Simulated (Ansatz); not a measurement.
Molecular dynamics of F₃H₈N₂SiTa

Input:

```yaml
crystal:
  periodic: [false, false, false]
  atoms:
    - { symbol: Ta, position_ang: [0.065062, -0.084897, 0.211525] }
    - { symbol: "N", position_ang: [2.161161, 0.245704, 0.095752] }
    - { symbol: H, position_ang: [2.753732, 0.686386, 0.808319] }
    - { symbol: H, position_ang: [2.701999, 0.023223, -0.749713] }
    - { symbol: "N", position_ang: [0.183395, 0.285581, 2.170936] }
    - { symbol: H, position_ang: [0.535256, -0.269269, 2.956336] }
    - { symbol: H, position_ang: [-0.227019, 1.162188, 2.524253] }
    - { symbol: F, position_ang: [0.548407, -0.945988, -1.444124] }
    - { symbol: F, position_ang: [-0.771963, 1.593219, -0.069438] }
    - { symbol: F, position_ang: [-1.540688, -1.117726, 0.169216] }
    - { symbol: Si, position_ang: [1.136804, -2.636274, 1.239284] }
    - { symbol: H, position_ang: [0.302522, -3.580562, 0.418669] }
    - { symbol: H, position_ang: [2.554052, -3.169348, 1.21198] }
    - { symbol: H, position_ang: [0.693256, -2.708828, 2.680714] }
    - { symbol: H, position_ang: [1.847823, -1.014107, 0.641589] }
basis:
  gaussian: { orbitals: def2-SVP }
hamiltonian:
  xc: pbe
md:
  timestep: 0.5
  n_steps: 200
  ensemble: nve
  temperature: 100.0
  initial_velocities: maxwell_boltzmann
  seed: 5555
```

Run as:

```bash
$ ansatz run input.yaml --threads 4 --pin off --max-ram 5120MiB --backend cpu --events-out ev --progress --plain --runs-dir out
```

It starts at the highest image of a converged band. Of that band: Beside the main top the profile has a ripple of under 15 meV (maxima at images 3, 5), which may be a very shallow well or noise. A vibrational analysis at the climbing image gives 2 clearly imaginary modes (1101i, 55i cm⁻¹): a point of higher order. A lower path may pass nearby, or the ends, which weren't checked, may share the extra mode.

Output, in part (one step line in 3, the closing report, with atoms numbered from 0):

```
md step     0: t =     0.00 fs  T =   100.0 K  F+E_penalty+E_count = -20670.39863510 eV  E_kin = 0.168038 eV  conserved = -20670.23059710 eV  (35 SCF iters)
md step     3: t =     1.50 fs  T =    89.4 K  F+E_penalty+E_count = -20670.38061641 eV  E_kin = 0.150287 eV  conserved = -20670.23032986 eV  (34 SCF iters)
md step     6: t =     3.00 fs  T =    75.5 K  F+E_penalty+E_count = -20670.35712005 eV  E_kin = 0.126898 eV  conserved = -20670.23022236 eV  (34 SCF iters)
md step     9: t =     4.50 fs  T =    66.4 K  F+E_penalty+E_count = -20670.34202421 eV  E_kin = 0.111616 eV  conserved = -20670.23040840 eV  (34 SCF iters)
md step    12: t =     6.00 fs  T =    52.4 K  F+E_penalty+E_count = -20670.31832267 eV  E_kin = 0.088122 eV  conserved = -20670.23020045 eV  (35 SCF iters)
md step    15: t =     7.50 fs  T =    46.7 K  F+E_penalty+E_count = -20670.30854769 eV  E_kin = 0.078444 eV  conserved = -20670.23010345 eV  (35 SCF iters)
md step    18: t =     9.00 fs  T =    55.1 K  F+E_penalty+E_count = -20670.32292377 eV  E_kin = 0.092541 eV  conserved = -20670.23038265 eV  (34 SCF iters)
md step    21: t =    10.50 fs  T =    60.7 K  F+E_penalty+E_count = -20670.33225630 eV  E_kin = 0.101969 eV  conserved = -20670.23028710 eV  (34 SCF iters)
md step    24: t =    12.00 fs  T =    69.2 K  F+E_penalty+E_count = -20670.34646204 eV  E_kin = 0.116325 eV  conserved = -20670.23013709 eV  (34 SCF iters)
md step    27: t =    13.50 fs  T =    89.3 K  F+E_penalty+E_count = -20670.38042917 eV  E_kin = 0.149983 eV  conserved = -20670.23044642 eV  (35 SCF iters)
md step    30: t =    15.00 fs  T =   102.6 K  F+E_penalty+E_count = -20670.40285819 eV  E_kin = 0.172418 eV  conserved = -20670.23044013 eV  (35 SCF iters)
md step    33: t =    16.50 fs  T =   110.2 K  F+E_penalty+E_count = -20670.41544573 eV  E_kin = 0.185188 eV  conserved = -20670.23025774 eV  (34 SCF iters)
md step    36: t =    18.00 fs  T =   126.8 K  F+E_penalty+E_count = -20670.44339282 eV  E_kin = 0.213087 eV  conserved = -20670.23030598 eV  (31 SCF iters)
md step    39: t =    19.50 fs  T =   154.5 K  F+E_penalty+E_count = -20670.48978992 eV  E_kin = 0.259601 eV  conserved = -20670.23018903 eV  (34 SCF iters)
md step    42: t =    21.00 fs  T =   199.8 K  F+E_penalty+E_count = -20670.56604367 eV  E_kin = 0.335710 eV  conserved = -20670.23033340 eV  (36 SCF iters)
md step    45: t =    22.50 fs  T =   249.6 K  F+E_penalty+E_count = -20670.65015562 eV  E_kin = 0.419357 eV  conserved = -20670.23079834 eV  (34 SCF iters)
md step    48: t =    24.00 fs  T =   273.0 K  F+E_penalty+E_count = -20670.68940718 eV  E_kin = 0.458798 eV  conserved = -20670.23060923 eV  (34 SCF iters)
md step    51: t =    25.50 fs  T =   282.7 K  F+E_penalty+E_count = -20670.70526611 eV  E_kin = 0.475075 eV  conserved = -20670.23019141 eV  (33 SCF iters)
md step    54: t =    27.00 fs  T =   306.1 K  F+E_penalty+E_count = -20670.74488144 eV  E_kin = 0.514347 eV  conserved = -20670.23053476 eV  (33 SCF iters)
md step    57: t =    28.50 fs  T =   321.1 K  F+E_penalty+E_count = -20670.77039345 eV  E_kin = 0.539567 eV  conserved = -20670.23082609 eV  (35 SCF iters)
md step    60: t =    30.00 fs  T =   316.1 K  F+E_penalty+E_count = -20670.76112724 eV  E_kin = 0.531132 eV  conserved = -20670.22999515 eV  (34 SCF iters)
md step    63: t =    31.50 fs  T =   340.0 K  F+E_penalty+E_count = -20670.80186929 eV  E_kin = 0.571399 eV  conserved = -20670.23047056 eV  (35 SCF iters)
md step    66: t =    33.00 fs  T =   364.4 K  F+E_penalty+E_count = -20670.84342853 eV  E_kin = 0.612369 eV  conserved = -20670.23105925 eV  (34 SCF iters)
md step    69: t =    34.50 fs  T =   350.5 K  F+E_penalty+E_count = -20670.81934705 eV  E_kin = 0.589007 eV  conserved = -20670.23033967 eV  (35 SCF iters)
md step    72: t =    36.00 fs  T =   343.4 K  F+E_penalty+E_count = -20670.80716434 eV  E_kin = 0.576969 eV  conserved = -20670.23019564 eV  (34 SCF iters)
md step    75: t =    37.50 fs  T =   352.7 K  F+E_penalty+E_count = -20670.82356336 eV  E_kin = 0.592629 eV  conserved = -20670.23093406 eV  (34 SCF iters)
md step    78: t =    39.00 fs  T =   332.9 K  F+E_penalty+E_count = -20670.78998260 eV  E_kin = 0.559409 eV  conserved = -20670.23057362 eV  (35 SCF iters)
md step    81: t =    40.50 fs  T =   310.6 K  F+E_penalty+E_count = -20670.75173648 eV  E_kin = 0.521847 eV  conserved = -20670.22988902 eV  (34 SCF iters)
md step    84: t =    42.00 fs  T =   324.5 K  F+E_penalty+E_count = -20670.77611389 eV  E_kin = 0.545287 eV  conserved = -20670.23082697 eV  (34 SCF iters)
md step    87: t =    43.50 fs  T =   321.1 K  F+E_penalty+E_count = -20670.77024277 eV  E_kin = 0.539642 eV  conserved = -20670.23060072 eV  (35 SCF iters)
md step    90: t =    45.00 fs  T =   308.2 K  F+E_penalty+E_count = -20670.74803097 eV  E_kin = 0.517920 eV  conserved = -20670.23011077 eV  (34 SCF iters)
md step    93: t =    46.50 fs  T =   316.9 K  F+E_penalty+E_count = -20670.76318940 eV  E_kin = 0.532575 eV  conserved = -20670.23061425 eV  (35 SCF iters)
md step    96: t =    48.00 fs  T =   315.1 K  F+E_penalty+E_count = -20670.76032375 eV  E_kin = 0.529472 eV  conserved = -20670.23085157 eV  (35 SCF iters)
md step    99: t =    49.50 fs  T =   291.8 K  F+E_penalty+E_count = -20670.72034660 eV  E_kin = 0.490341 eV  conserved = -20670.23000562 eV  (35 SCF iters)
md step   102: t =    51.00 fs  T =   299.2 K  F+E_penalty+E_count = -20670.73318030 eV  E_kin = 0.502827 eV  conserved = -20670.23035296 eV  (34 SCF iters)
md step   105: t =    52.50 fs  T =   318.3 K  F+E_penalty+E_count = -20670.76561140 eV  E_kin = 0.534802 eV  conserved = -20670.23080925 eV  (35 SCF iters)
md step   108: t =    54.00 fs  T =   318.2 K  F+E_penalty+E_count = -20670.76502483 eV  E_kin = 0.534768 eV  conserved = -20670.23025673 eV  (35 SCF iters)
md step   111: t =    55.50 fs  T =   330.8 K  F+E_penalty+E_count = -20670.78619120 eV  E_kin = 0.555822 eV  conserved = -20670.23036941 eV  (34 SCF iters)
md step   114: t =    57.00 fs  T =   349.0 K  F+E_penalty+E_count = -20670.81739827 eV  E_kin = 0.586534 eV  conserved = -20670.23086380 eV  (34 SCF iters)
md step   117: t =    58.50 fs  T =   341.6 K  F+E_penalty+E_count = -20670.80460081 eV  E_kin = 0.574084 eV  conserved = -20670.23051662 eV  (34 SCF iters)
md step   120: t =    60.00 fs  T =   332.7 K  F+E_penalty+E_count = -20670.78924316 eV  E_kin = 0.559121 eV  conserved = -20670.23012195 eV  (34 SCF iters)
md step   123: t =    61.50 fs  T =   345.7 K  F+E_penalty+E_count = -20670.81154725 eV  E_kin = 0.580881 eV  conserved = -20670.23066639 eV  (34 SCF iters)
md step   126: t =    63.00 fs  T =   350.0 K  F+E_penalty+E_count = -20670.81859762 eV  E_kin = 0.588162 eV  conserved = -20670.23043609 eV  (36 SCF iters)
md step   129: t =    64.50 fs  T =   354.7 K  F+E_penalty+E_count = -20670.82633854 eV  E_kin = 0.596042 eV  conserved = -20670.23029646 eV  (32 SCF iters)
md step   132: t =    66.00 fs  T =   368.9 K  F+E_penalty+E_count = -20670.85051206 eV  E_kin = 0.619891 eV  conserved = -20670.23062147 eV  (32 SCF iters)
md step   135: t =    67.50 fs  T =   371.8 K  F+E_penalty+E_count = -20670.85538979 eV  E_kin = 0.624719 eV  conserved = -20670.23067099 eV  (34 SCF iters)
md step   138: t =    69.00 fs  T =   360.1 K  F+E_penalty+E_count = -20670.83554181 eV  E_kin = 0.605148 eV  conserved = -20670.23039370 eV  (34 SCF iters)
md step   141: t =    70.50 fs  T =   353.1 K  F+E_penalty+E_count = -20670.82372472 eV  E_kin = 0.593314 eV  conserved = -20670.23041055 eV  (35 SCF iters)
md step   144: t =    72.00 fs  T =   351.2 K  F+E_penalty+E_count = -20670.82061878 eV  E_kin = 0.590143 eV  conserved = -20670.23047620 eV  (34 SCF iters)
md step   147: t =    73.50 fs  T =   350.3 K  F+E_penalty+E_count = -20670.81892899 eV  E_kin = 0.588600 eV  conserved = -20670.23032911 eV  (33 SCF iters)
md step   150: t =    75.00 fs  T =   357.3 K  F+E_penalty+E_count = -20670.83089130 eV  E_kin = 0.600433 eV  conserved = -20670.23045874 eV  (33 SCF iters)
md step   153: t =    76.50 fs  T =   365.0 K  F+E_penalty+E_count = -20670.84384247 eV  E_kin = 0.613326 eV  conserved = -20670.23051620 eV  (33 SCF iters)
md step   156: t =    78.00 fs  T =   367.1 K  F+E_penalty+E_count = -20670.84748997 eV  E_kin = 0.616871 eV  conserved = -20670.23061876 eV  (34 SCF iters)
md step   159: t =    79.50 fs  T =   359.1 K  F+E_penalty+E_count = -20670.83386096 eV  E_kin = 0.603387 eV  conserved = -20670.23047416 eV  (35 SCF iters)
md step   162: t =    81.00 fs  T =   349.6 K  F+E_penalty+E_count = -20670.81782119 eV  E_kin = 0.587416 eV  conserved = -20670.23040482 eV  (34 SCF iters)
md step   165: t =    82.50 fs  T =   345.8 K  F+E_penalty+E_count = -20670.81146672 eV  E_kin = 0.581119 eV  conserved = -20670.23034820 eV  (33 SCF iters)
md step   168: t =    84.00 fs  T =   349.6 K  F+E_penalty+E_count = -20670.81796577 eV  E_kin = 0.587490 eV  conserved = -20670.23047596 eV  (35 SCF iters)
md step   171: t =    85.50 fs  T =   353.9 K  F+E_penalty+E_count = -20670.82514119 eV  E_kin = 0.594727 eV  conserved = -20670.23041387 eV  (33 SCF iters)
md step   174: t =    87.00 fs  T =   361.3 K  F+E_penalty+E_count = -20670.83755974 eV  E_kin = 0.607063 eV  conserved = -20670.23049689 eV  (33 SCF iters)
md step   177: t =    88.50 fs  T =   364.5 K  F+E_penalty+E_count = -20670.84321306 eV  E_kin = 0.612537 eV  conserved = -20670.23067624 eV  (34 SCF iters)
md step   180: t =    90.00 fs  T =   352.6 K  F+E_penalty+E_count = -20670.82294008 eV  E_kin = 0.592517 eV  conserved = -20670.23042332 eV  (34 SCF iters)
md step   183: t =    91.50 fs  T =   341.4 K  F+E_penalty+E_count = -20670.80402570 eV  E_kin = 0.573747 eV  conserved = -20670.23027849 eV  (34 SCF iters)
md step   186: t =    93.00 fs  T =   342.0 K  F+E_penalty+E_count = -20670.80511262 eV  E_kin = 0.574645 eV  conserved = -20670.23046795 eV  (35 SCF iters)
md step   189: t =    94.50 fs  T =   343.9 K  F+E_penalty+E_count = -20670.80828261 eV  E_kin = 0.577824 eV  conserved = -20670.23045909 eV  (34 SCF iters)
md step   192: t =    96.00 fs  T =   349.2 K  F+E_penalty+E_count = -20670.81704815 eV  E_kin = 0.586771 eV  conserved = -20670.23027724 eV  (32 SCF iters)
md step   195: t =    97.50 fs  T =   365.9 K  F+E_penalty+E_count = -20670.84546276 eV  E_kin = 0.614821 eV  conserved = -20670.23064224 eV  (34 SCF iters)
md step   198: t =    99.00 fs  T =   369.9 K  F+E_penalty+E_count = -20670.85226690 eV  E_kin = 0.621620 eV  conserved = -20670.23064718 eV  (34 SCF iters)
md step   200: t =   100.00 fs  T =   362.6 K  F+E_penalty+E_count = -20670.83974155 eV  E_kin = 0.609310 eV  conserved = -20670.23043163 eV  (34 SCF iters)
Total energy: -20670.83980828 eV, -759.6393517560 hartree
Atom 0 at    -0.016878    -0.246304     0.217335 Å, force     0.915410     2.619960    -0.711311 eV/Å
Atom 1 at     2.491656     0.646699    -0.045029 Å, force    -0.832591     0.378431     0.330879 eV/Å
Atom 2 at     2.681776     1.560540     0.369705 Å, force    -0.232314     0.411982     0.332879 eV/Å
Atom 3 at     2.632210     0.803920    -1.042445 Å, force     0.208872    -0.292068    -0.468544 eV/Å
Atom 4 at     0.323596     0.369995     2.105555 Å, force    -0.059401    -1.075308     1.100246 eV/Å
Atom 5 at     0.617301    -0.174554     2.946585 Å, force    -0.166773     0.366168    -0.686230 eV/Å
Atom 6 at     0.210051     1.352954     2.370694 Å, force    -0.048289     0.188602    -0.127504 eV/Å
Atom 7 at     0.802444    -0.769981    -1.454452 Å, force    -0.460399    -0.197713     0.102834 eV/Å
Atom 8 at    -0.271988     1.678232     0.164635 Å, force     0.113782    -0.273886    -0.393621 eV/Å
Atom 9 at    -1.774150    -0.885299     0.072943 Å, force    -0.086644    -0.220978     0.091402 eV/Å
Atom 10 at     1.020962    -2.316515     1.262740 Å, force    -0.086993    -1.053448     0.311610 eV/Å
Atom 11 at     0.465917    -3.319257     0.249672 Å, force     0.216849    -0.150479     0.232342 eV/Å
Atom 12 at     2.488399    -2.528052     1.445917 Å, force     0.299164     0.004765    -0.126915 eV/Å
Atom 13 at     0.401432    -2.617693     2.600053 Å, force    -0.034028    -0.142481     0.114276 eV/Å
Atom 14 at     3.249513     0.071630     0.317792 Å, force     0.253353    -0.563548    -0.102343 eV/Å
Dipole moment:     0.838483     0.510713     0.178282 e Å
```

All steps were run. The conserved energy stayed within 0.048 meV per atom of its start (net change 0.011 meV per atom), so the integration is sound. The kinetic energy rose, since the run started high on the potential surface and went downhill. A run of 0.1 ps of so small a system gives no equilibrium averages. The orbitals stay closed-shell, which can raise the energy where a bond breaks towards radicals; this wasn't checked here.

Between its relaxed ends the band would form Ta1–Si11, N2–H15 and break Si11–H15. These pairs go: Ta1–Si11 2.95 → 2.54 Å, N2–H15 1.41 → 1.02 Å, Si11–H15 1.87 → 3.40 Å. In the last frame they stand as after the step (other bonds may differ from the relaxed reactants and products). Also parted: Ta1–H15 2.06 → 3.28 Å. It ends as one piece, F3H8N2SiTa. Pairs count as bonded within 1.25 times the sum of covalent radii (0.12 Å more for H–H).

Last frame:

```xyz
15
Properties=species:S:1:pos:R:3
Ta -0.017 -0.246 0.217
N 2.492 0.647 -0.045
H 2.682 1.560 0.370
H 2.632 0.804 -1.042
N 0.324 0.370 2.106
H 0.617 -0.175 2.947
H 0.210 1.353 2.371
F 0.802 -0.770 -1.454
F -0.272 1.678 0.165
F -1.774 -0.885 0.073
Si 1.021 -2.317 1.263
H 0.466 -3.319 0.250
H 2.488 -2.528 1.446
H 0.401 -2.618 2.600
H 3.249 0.072 0.318
```

Run time: 8.4 min on 4 threads of Arm Neoverse V2, with other jobs on the host, peak memory 0.25 GiB.
